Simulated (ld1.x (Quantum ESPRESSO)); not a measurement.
## An all-electron radial function and its pseudo partner (Ce (Z = 58))

Columns: radius, all-electron u(r) and pseudo u(r) of the 5p shell (level -23.30 eV) of cerium in the configuration [Kr] 4d10 4f1 5s2 5p6 5d1 6s2 6p0; LDA (PZ), scalar-relativistic, TM scheme, ld1.x (Quantum ESPRESSO) 7.5.

```csv
r (bohr),all-electron,pseudo
0.105,0.0102,-0.0071
0.210,-0.3014,-0.0282
0.315,-0.0095,-0.0631
0.420,0.3343,-0.1115
0.525,0.4590,-0.1726
0.630,0.3734,-0.2454
0.735,0.1672,-0.3284
0.840,-0.0791,-0.4189
0.945,-0.3147,-0.5135
1.050,-0.5136,-0.6072
1.155,-0.6665,-0.6941
1.260,-0.7737,-0.7680
1.365,-0.8398,-0.8234
1.470,-0.8716,-0.8567
1.575,-0.8762,-0.8669
1.680,-0.8600,-0.8558
1.785,-0.8289,-0.8276
1.890,-0.7874,-0.7872
1.995,-0.7394,-0.7394
2.100,-0.6878,-0.6878
2.205,-0.6348,-0.6348
2.310,-0.5822,-0.5822
2.415,-0.5310,-0.5310
2.520,-0.4821,-0.4821
2.625,-0.4360,-0.4360
2.730,-0.3930,-0.3930
```

Task: How many radial nodes do the two functions have?

Result: The all-electron 5p function has n − l − 1 = 3; the pseudo-wave has 0, since the states of the same l below it are removed with the core.

Task: At about which radius was the pseudo-wave matched?

Result: 2.10 bohr. The columns agree to 0.0005 from 1.89 bohr on; several derivatives are matched, so the curves merge somewhat inside the radius.

Task: Where does each function peak?

Result: Outermost all-electron maximum near 1.57 bohr, pseudo maximum near 1.57 bohr (to the table’s step).

Task: Is the pseudo-wave norm-conserving?

Result: Yes: the TM scheme keeps the norm inside the radius equal to the all-electron one, which fixes the energy derivative of the logarithmic derivative at the level.
